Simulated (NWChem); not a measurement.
System: bromine (Br2); SMILES BrBr

NWChem input:

```
start job
memory heap 200 mb stack 900 mb global 1100 mb
geometry units angstroms
  Br     0.000000     0.000000     1.149184
  Br     0.000000     0.000000    -1.149184
end
basis spherical
  * library def2-svp
end
dft
  xc becke88 lyp
  iterations 150
end
driver
  maxiter 120
end
task dft optimize
task dft freq
```

This build's default masses of Se (78.918 u) and Br (79.917 u) are each other's, which moves their modes by up to 0.6 %.

The level has its own optimisation; frequencies are unscaled.

Q: What results follow from this input? (BLYP/def2-SVP.) Quantities: r Br–Br (Å); highest harmonic frequency (cm⁻¹); zero-point energy (kcal/mol).

A: 
```json
{
  "r Br–Br (Å)": "2.364",
  "highest harmonic frequency (cm⁻¹)": "284",
  "zero-point energy (kcal/mol)": "0.4"
}
```
